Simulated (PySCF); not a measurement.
H8N2OSi2. Atoms are numbered in the order given.

```xyz
13

N      2.1964     1.0645     0.5380
Si     1.2388     0.2615    -0.7075
Si    -0.7296    -0.5690     0.2628
N     -1.4101     0.8180     1.0887
O     -1.6772    -1.2971    -0.9397
H      2.8613     0.4608     1.0313
H      1.6341     1.5631     1.2375
H      2.1082    -0.8031    -1.3222
H      0.8689     1.2504    -1.7879
H     -0.4783    -1.5450     1.3908
H     -1.6866     1.6378     0.5407
H     -2.0469     0.6903     1.8798
H     -2.4757    -1.7497    -0.6130
```
Charge 0, spin multiplicity 1.

The structure is a stationary point at PBE-D3(BJ)/def2-SVP. The structure was generated by enumeration; whether it is a known compound was not checked. Other conformers were not sampled.

All values below come from PySCF with PBE/def2-TZVP.

ESP charges are fitted to the potential on shells at 1.4 to 2.0 van der Waals radii. Atomic charges (e):

```json
[
 {"atom": "N1", "ESP fit": "-0.88", "IAO": "-0.83"},
 {"atom": "Si2", "ESP fit": "0.47", "IAO": "0.55"},
 {"atom": "Si3", "ESP fit": "0.44", "IAO": "0.86"},
 {"atom": "N4", "ESP fit": "-0.96", "IAO": "-0.83"},
 {"atom": "O5", "ESP fit": "-0.67", "IAO": "-0.78"},
 {"atom": "H6", "ESP fit": "0.34", "IAO": "0.26"},
 {"atom": "H7", "ESP fit": "0.34", "IAO": "0.26"},
 {"atom": "H8", "ESP fit": "-0.10", "IAO": "-0.10"},
 {"atom": "H9", "ESP fit": "-0.08", "IAO": "-0.12"},
 {"atom": "H10", "ESP fit": "-0.10", "IAO": "-0.15"},
 {"atom": "H11", "ESP fit": "0.39", "IAO": "0.26"},
 {"atom": "H12", "ESP fit": "0.38", "IAO": "0.26"},
 {"atom": "H13", "ESP fit": "0.43", "IAO": "0.35"}
]
```

Computed Mayer and Wiberg (Löwdin basis) orders of the bonds:
| bond | Mayer | Wiberg |
|---|---|---|
| N1–Si2 | 1.14 | 1.52 |
| Si2–Si3 | 0.92 | 1.04 |
| Si3–N4 | 1.15 | 1.53 |
| Si3–O5 | 1.21 | 1.66 |
| N1–H6 | 0.92 | 0.95 |
| N1–H7 | 0.91 | 0.95 |
| Si2–H8 | 0.94 | 0.93 |
| Si2–H9 | 0.92 | 0.93 |
| Si3–H10 | 0.90 | 0.90 |
| N4–H11 | 0.91 | 0.95 |
| N4–H12 | 0.91 | 0.96 |
| O5–H13 | 0.88 | 1.02 |
